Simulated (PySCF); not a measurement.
# Computed structure and properties of [TmH4]−

System: [TmH4]− (singlet in the valence; each metal's 4f electrons, 12 of them, lie in its core potential, out of spins and levels); start: template (Td). Method: PySCF 2.14.0, RKS PBE0, Tm lcecp-1-SVP with ECP58, H def2-SVP; non-relativistic Hamiltonian with scalar-relativistic core potentials where named; density fitting; no spin-orbit coupling.

Input of the relaxation:

```python
mol = gto.M(atom='''
Tm     0.00000     0.00000     0.00000
H      1.24130     1.24130     1.24130
H     -1.24130    -1.24130     1.24130
H      1.24130    -1.24130    -1.24130
H     -1.24130     1.24130    -1.24130''',
    basis={'Tm': 'lcecp-1-SVP', 'H': 'def2-SVP'},
    ecp={'Tm': 'lcecp-1-SVP'},
    charge=-1, spin=0)
mf = dft.RKS(mol, xc='PBE0')
mf.grids.atom_grid = (50, 194)  # f atoms: unpruned, at least (60, 302)
mf = mf.density_fit()  # fitting sets: Tm AutoAux, H def2-universal-JKFIT
mf.conv_tol = 1e-08; mf.max_cycle = 55
mf.kernel(dm0)  # dm0: converged density of the start geometry
# quasi-Newton relaxation in Cartesian coordinates to a largest gradient under 0.00045 Eh/bohr, steps kept in the point group
```

Run from Python with OMP_NUM_THREADS=2; the lines above give its settings. Where DIIS fails, smearing, a level shift and second-order steps follow.
It took 3.9 s on 2 threads of Intel(R) Xeon(R) Platinum 8488C (Sapphire Rapids), on a shared host, from the converged density of the start.

Course of the relaxation:

```json
{"step": "0", "energy above end (eV)": "0.1153", "largest force component within the symmetry (eV/Å)": "0.337"}
{"step": "1", "energy above end (eV)": "0.0515", "largest force component within the symmetry (eV/Å)": "0.232"}
{"step": "2", "energy above end (eV)": "0.0004", "largest force component within the symmetry (eV/Å)": "0.021"}
{"step": "3", "energy above end (eV)": "0.0000", "largest force component within the symmetry (eV/Å)": "0.002"}
```

Relaxed geometry (Td):

```xyz
5

Tm    0.0000    0.0000    0.0000
H     1.1871    1.1871    1.1871
H    -1.1871   -1.1871    1.1871
H     1.1871   -1.1871   -1.1871
H    -1.1871    1.1871   -1.1871
```

| contact | Å |
| --- | --- |
| Tm1–H2 (H) | 2.056 |
| Tm1–H3 (H) | 2.056 |
| Tm1–H4 (H) | 2.056 |
| Tm1–H5 (H) | 2.056 |

On the finer grid (75, 302):

```
HOMO                                                          : -2.03 eV
LUMO                                                          : 4.31 eV
Dipole about the centre of mass                               : 0.00 D
Set of Mulliken populations of Tm1 outside the core potential : s 2.78, p 6.76, d 1.21, f 0.01
D3(BJ) dispersion energy (not in the energies)                : -0.040 eV
```

```csv
atom,Mulliken (e),Löwdin (e),spin (e)
Tm1,0.23,-0.02,0.00
H2,-0.31,-0.25,0.00
H3,-0.31,-0.25,0.00
H4,-0.31,-0.25,0.00
H5,-0.31,-0.25,0.00
```

The 4f levels lie in the core potential and are missing. Their spin isn't counted.

On the grid (50, 194), as all that follows. Harmonic modes: a minimum; lowest 492 cm⁻¹ (negative: unstable), highest 1383 cm⁻¹, zero-point energy 0.477 eV.

Taking off one H (charge -1, singlet; the rest: singlet) in vacuum, both parts rigid, costs 4.80 eV; the small basis without counterpoise inflates it.

Rigid scan of H along the line from its metal:

```tsv
distance to H2 (Å)	energy (eV)
1.76	0.394
1.86	0.155
1.96	0.034
2.06	0.000
2.16	0.028
2.26	0.100
2.46	0.325
2.76	0.750
3.16	1.324
3.66	1.943
```

One start shape was tried, so this needn't be the lowest isomer.

An lcecp potential fixes the number of 4f electrons, so in runs with it no electron can move into or out of that shell.
